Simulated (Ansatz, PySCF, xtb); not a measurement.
Pair of molecules: NH3 (SMILES N) (first 4 atoms) with SO2 (SMILES O=S=O); geometry from B3LYP-D3(BJ)/def2-TZVP, rigid monomers moved along the line of their centres of mass till N1···S6 is 3.01 Å.
(charge 0, multiplicity 1):
```xyz
7

N      0.017     0.001     0.622
H     -0.305    -0.927     0.370
H     -0.778     0.630     0.631
H      0.678     0.321    -0.075
O     -0.179     0.916     3.943
S      0.683    -0.175     3.551
O      0.172    -1.515     3.715
```

Counterpoise-corrected where a basis set is named; no monomer relaxation. Rows marked so take none.

Rows in 3-21G, 6-31G* carry no dispersion term and start afresh at each structure (6-31G* with six Cartesian d functions). MP2/6-31G* freezes PySCF's default core.

The values were computed with Ansatz (Gaussian orbitals); PySCF for 3-21G rows, 6-31G* rows; xtb for the GFN methods. 

Problem. One of these levels gives -4.84 kcal/mol for the interaction energy. Name it.
A. HF/3-21G (no counterpoise)
B. wB97X-V/def2-TZVPPD
C. MP2/6-31G*
D. GFN2-xTB

Solution. C, MP2/6-31G*. The others give -6.77 (GFN2-xTB), -11.38 (HF/3-21G (no counterpoise)), -5.97 (wB97X-V/def2-TZVPPD)

Ansatz is a program for electronic structure.
